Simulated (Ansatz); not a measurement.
CH7Al2B (`C[BH][AlH][AlH2]`). The species carries charge 0 and has multiplicity 1. The structure was optimised at the PBE0-D4/def2-TZVP level. It is one conformer, not always the lowest.

```xyz
11

C    -1.000    1.313   -1.477
B     0.299    1.090   -0.642
Al    0.469    0.130    1.243
Al    0.730   -2.433    1.527
H    -0.957    0.538   -2.262
H    -1.953    1.192   -0.962
H    -0.997    2.261   -2.024
H     1.324    1.435   -1.181
H     0.463    1.029    2.571
H     2.155   -3.155    1.528
H    -0.533   -3.401    1.678
```

Task: What is the dipole moment at r2SCAN/def2-TZVPP? (Best estimate.)

Result: The calculation gave: 1.27 D, with components (-0.58, 0.62, -0.94) D in this frame, pointing from negative to positive charge.

Task: And with PBE, B3LYP, ωB97M-V? (An estimate is asked.)

Result: Computed: PBE 1.27 D, B3LYP 1.24 D, ωB97M-V 1.27 D.

Task: Give the Mulliken charges with r2SCAN, PBE, ωB97M-V in def2-TZVPP. (Best estimate.)

Result: The calculation gave: 
```
atom  r2SCAN    PBE  ωB97M-V
  C1   -0.20  -0.30    -0.32
  B2    0.01   0.00    -0.10
 Al3    0.15   0.09     0.11
 Al4    0.36   0.24     0.26
  H5    0.06   0.10     0.11
  H6    0.05   0.09     0.11
  H7    0.07   0.11     0.12
  H8   -0.01   0.02     0.08
  H9   -0.16  -0.11    -0.11
 H10   -0.17  -0.12    -0.12
 H11   -0.17  -0.12    -0.12
```

B3LYP here is the variant with VWN-RPA as its local correlation; programs differ in this.
